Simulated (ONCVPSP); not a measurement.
# Configuration tests for rhodium (Rh) (ONCV)

```
Element                 : rhodium
Generator               : ONCVPSP 4.0.1
Type                    : optimised norm-conserving Vanderbilt (ONCV)
Functional              : PBE
Relativity              : fully relativistic
Frozen core             : [Ar] 3d10
Valence charge          : 17
Reference configuration : 4s2 4p6 4d7 (charge +2)
Partial waves           : 4s: rc 1.10 bohr, ncon 4, nbas 8, qcut 7.4 1/bohr, 2 projectors, debl 0.6 Ha; 4p: rc 1.60 bohr, ncon 3, nbas 8, qcut 6.9 1/bohr, 2 projectors, debl 1.8 Ha; 4d: rc 1.10 bohr, ncon 4, nbas 8, qcut 10 1/bohr, local
Local potential         : the d channel
Core correction         : polynomial model core, fcfact 0.15
```

Open shells are filled in proportion to 2j + 1.

In the s channel the program set the typed energies aside and used -3.800, 0.250 Ha. In the p channel the program set the typed energies aside and used -2.572, 0.250 Ha (j = l + 1/2; the other j can differ).

Energies are relative to the spin-unpolarised reference configuration 4s2 4p6 4d7; without spin polarisation the order of configurations can differ from experiment. The d channel is local and has no spin–orbit splitting in the pseudo-atom.

| valence configuration | charge | ΔE all-electron (eV) | error AE − PS (meV) |
| --- | --- | --- | --- |
| 4s2 4p6 4d8 5s1 | 0 | -26.973 | -2.4 |
| 4s2 4p6 4d8 | +1 | -19.511 | -1.5 |
| 4s2 4p6 4d6 | +3 | 32.502 | +6.1 |

(1) What are ΔE and the potential's error for 4s2 4p6 4d7 5s1?

Levels in the configuration 4s2 4p6 4d6:

```
   level  all-electron (eV)  pseudo (eV)
4s j=1/2           -118.481     -118.456
4p j=3/2            -84.782      -84.775
4p j=1/2            -88.796      -88.785
4d j=5/2            -39.307      -39.492
4d j=3/2            -39.798      -39.492
```

Answers

(1) ΔE = -15.845 eV all-electron; the error (AE − PS) is -0.9 meV.
